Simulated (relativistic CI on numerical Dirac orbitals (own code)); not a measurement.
Level scheme of Lu⁶⁹⁺

Method of calculation: Dirac-Coulomb-Breit CI, orbitals from a KLI potential per configuration, model QED (radiative potential, 1s self-energy scaled to tabulated hydrogen-like ionisation energies), unscaled Slater integrals (own radial code, finite nucleus).

Configuration list: 1s2, 1s 2s, 1s 2p, 1s 3s, 1s 3p, 1s 3d, 1s 4s, 1s 4p, 1s 4d, 1s 4f, 1s 5s, 1s 5p, 1s 5d, 1s 5f, 1s 5g, 1s 6s, 1s 6p, 1s 6d, 2s2. Levels of other configurations are missing.

```csv
No.,Configuration,Term,J,E (10³ cm⁻¹),%,Landé g,Lifetime (s)
1,1s2,1S,0,0,100,,
2,1s 2s,3S,1,434888,100,1.882,1.46e-13
3,1s 2p,3P°,1,435770,68,1.220,9.84e-17
4,1s 2s,1S,0,436018,100,,
5,1s 2p,3P°,0,436032,100,,
6,1s 2p,3P°,2,446306,100,1.426,3.43e-14
7,1s 2p,1P°,1,446693,68,1.165,5.18e-17
8,1s 3s,3S,1,518739,100,1.896,3.78e-15
9,1s 3p,3P°,1,518975,68,1.233,3.16e-16
10,1s 3s,1S,0,519040,100,,3.92e-15
11,1s 3p,3P°,0,519044,100,,1.53e-15
12,1s 3p,3P°,2,522111,100,1.441,2.05e-15
13,1s 3d,3D,2,522189,60,1.040,5.68e-16
14,1s 3d,3D,1,522219,100,0.527,5.85e-16
15,1s 3p,1P°,1,522226,68,1.190,1.69e-16
16,1s 3d,3D,3,523100,100,1.289,6.45e-16
17,1s 3d,1D,2,523122,60,1.081,6.21e-16
18,1s 4s,3S,1,547530,100,1.900,5.68e-15
19,1s 4p,3P°,1,547625,68,1.238,7.36e-16
20,1s 4s,1S,0,547652,100,,5.76e-15
21,1s 4p,3P°,0,547653,100,,2.64e-15
22,1s 4p,3P°,2,548940,100,1.446,3.38e-15
23,1s 4d,3D,2,548972,60,1.045,1.29e-15
24,1s 4d,3D,1,548985,100,0.536,1.34e-15
25,1s 4p,1P°,1,548988,68,1.198,3.96e-16
26,1s 4d,3D,3,549358,100,1.295,1.50e-15
27,1s 4f,3F°,3,549360,57,1.008,2.87e-15
28,1s 4f,3F°,2,549366,100,0.688,2.87e-15
29,1s 4d,1D,2,549368,60,1.089,1.42e-15
30,1s 4f,3F°,4,549548,100,1.219,2.96e-15
31,1s 4f,1F°,3,549552,57,1.051,2.96e-15
32,1s 5s,3S,1,560644,100,1.902,9.12e-15
33,1s 5p,3P°,1,560692,68,1.240,1.42e-15
34,1s 5s,1S,0,560705,100,,9.05e-15
35,1s 5p,3P°,0,560705,100,,4.54e-15
36,1s 5p,3P°,2,561360,100,1.449,5.69e-15
37,1s 5d,3D,2,561377,60,1.048,2.47e-15
38,1s 5d,3D,1,561383,100,0.540,2.56e-15
39,1s 5p,1P°,1,561385,68,1.202,7.65e-16
40,1s 5d,3D,3,561575,100,1.297,2.87e-15
41,1s 5f,3F°,3,561576,57,1.011,5.49e-15
42,1s 5f,3F°,2,561579,100,0.692,5.49e-15
43,1s 5d,1D,2,561580,60,1.092,2.71e-15
44,1s 5f,3F°,4,561672,100,1.222,5.68e-15
45,1s 5g,3G,4,561672,55,0.999,9.52e-15
```

Energies count from the lowest computed level; ° marks odd parity; lifetimes are radiative, by E1, M1, E2, M2 decay to levels of this space only; some are left blank where a channel outside the calculation adds to the decay or the decay crosses a small, uncertain gap.

The mean weight of the leading LS term, summed over parents, in these 45 levels is 85 %, and that of the leading jj configuration (from the same eigenvectors) 100 %, so jj coupling describes them better and the LS labels are nominal.

At this charge energies of transitions that change n are usually good to better than 1 %, and those within a shell (Δn = 0) to a few per cent.

LS names give the leading component of a level, which can be under half, so a name can repeat, a term be missing and a line seem to break the LS rules.
